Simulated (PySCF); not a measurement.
Compound: C5H11As.
Numbering: `[CH2:1]=[CH:2][CH2:3][As:4]([CH3:5])[CH3:6]` (hydrogens: H7, H8 on C1; H9 on C2; H10, H11 on C3; H12, H13, H14 on C5; H15, H16, H17 on C6)

The calculation used PySCF, PBE0-D3(BJ)/def2-SVP geometry optimisation, gas phase.

(1) List the bond lengths, angles and torsions at this level.

Answers

(1) 
| bond | length (pm) | order |
| --- | --- | --- |
| C1=C2 | 133.6 | double |
| C2–C3 | 148.8 | single |
| C3–As4 | 199.3 | single |
| As4–C5, As4–C6 | 196.7 | single |
| C1–H7 | 109.5 | single |
| C1–H8 | 109.3 | single |
| C2–H9 | 109.7 | single |
| C3–H10, C3–H11 | 110.2 | single |
| C5–H12 and 5 like bonds | 110.0 | single |

Bonds in one row agree within 1 pm and their mean is given. Orders are formal, as drawn. A selection of angles:
| angle | degrees |
| --- | --- |
| C2–C1–H7 | 121.4 |
| C2–C1–H8 | 121.4 |
| H7–C1–H8 | 117.1 |
| C1–C2–C3 | 125.6 |
| C1–C2–H9 | 118.4 |
| C3–C2–H9 | 116.0 |
| C2–C3–As4 | 111.8 |
| C2–C3–H10 | 111.2 |
| As4–C3–H10 | 106.4 |
| As4–C3–H11 | 107.5 |
| H10–C3–H11 | 108.3 |
| C3–As4–C5 | 96.4 |
| C3–As4–C6 | 97.2 |
| C5–As4–C6 | 96.9 |
| As4–C5–H12 | 109.4 |
| As4–C5–H14 | 111.7 |
| H12–C5–H13 | 108.1 |
| H12–C5–H14 | 109.1 |

Dihedral angles: C1–C2–C3–As4 -102° (anticlinal); C2–C3–As4–C5 -164° (antiperiplanar). The mirror-image conformer, all signs reversed, is as good.

Of the pairs four or more bonds apart, H7···H10 is among the closest relative to their van der Waals radii: 2.51 Å, 105 % of the sum of Bondi's values. The C–C distances run from 1.336 Å (C1=C2, drawn double) to 1.488 Å (C2–C3, drawn single), a spread of 0.152 Å. As4 (arsenic bonded to 3 C) is pyramidal (angles 97.2°, 96.9° and 96.4°, sum 290.5°, 1.00 Å off the plane of its three neighbours). The 3 As–C bonds span 1.966 Å (As4–C6, drawn single) to 1.993 Å (C3–As4, drawn single), a spread of 0.027 Å.

Point group: C1 (no symmetry element, even within 0.4 Å). No frequency check. One conformer, not necessarily the lowest.

Time: 62 s wall. Hardware: an Arm Neoverse V1 with one thread, no GPU, shared host. These figures are those of the optimisation.
